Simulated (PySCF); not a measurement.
C₂H₇OSi, SMILES C[Si](C)O, multiplicity 2. Geometry optimised at PBE-D3(BJ)/def2-SVP. The isomer is the one that the SMILES or the coordinates give; other isomers of the formula were not compared. One conformer was computed; it need not be the lowest.

Method: PBE-D3(BJ)/def2-SVP (PySCF).

Harmonic wavenumbers (cm⁻¹): 121, 145, 187, 223, 250, 284, 605, 649, 683, 714, 744, 808, 833, 869, 1194, 1204, 1367, 1373, 1376, 1387, 2955, 2963, 3055, 3062, 3075, 3088, 3757. Rotational constants (GHz): 6.120, 5.528, 3.293; symmetry number 1.

Problem. Work out the zero-point energy and the ideal-gas rigid-rotor harmonic-oscillator thermochemistry at 298.15 K and 1 atm.

Solution. ZPE = ½ Σ hcν = ½ × 36971 cm⁻¹ = 221.14 kJ/mol. H − E(el) = 242.26 kJ/mol. Entropy in J/(mol K): translation 162.62, rotation 106.57, vibration 65.49, spin 5.76, total 340.44. G − E(el) = 140.76 kJ/mol. Cp = 108.50 J/(mol K). Modes under 150 cm⁻¹ make the vibrational entropy uncertain.
